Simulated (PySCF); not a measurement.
How methods differ on the excitation energy of Sb

Sb [Kr] 4d10 5s2 5p3 (4S) → Sb [Kr] 4d10 5s2 5p2 5d1 (high-spin determinant), as a difference of total energies. Calculation: PySCF 2.14, in aug-cc-pwCVTZ-DK3 (10s9p7d4f1g, 109 functions); scalar relativity by spin-free X2C-1e. Correlated levels: valence: [Kr] 4d10 frozen; valence and next inner shell: [Ar] 3d10 frozen. The calculations carry no spin-orbit coupling.

```csv
method,excitation energy (eV)
UHF,7.411
LDA,7.087
PBE,6.937
PBE0,7.164
r2SCAN,7.361
M06-L,6.997
r2SCANh,7.402
CAM-B3LYP,7.312
MP2 (valence),7.472
SCS-MP2 (valence),7.443
MP2 (valence and next inner shell),7.580
SCS-MP2 (valence and next inner shell),7.509
```

Q: How much does correlation contribute at MP2 (valence and next inner shell)?

A: 7.580 − (7.411) = 0.169 eV, measured against UHF.

A first-order spin-orbit estimate (lowest level to lowest level, LS coupling) adds -0.273 eV.

The promoted electron is Rydberg-like, and one or two diffuse shells describe it only roughly, which tends to raise the upper state.

The determinant of the upper state mixes LS terms, which raises its energy above the lowest term, most at the Hartree-Fock and MP2 levels.
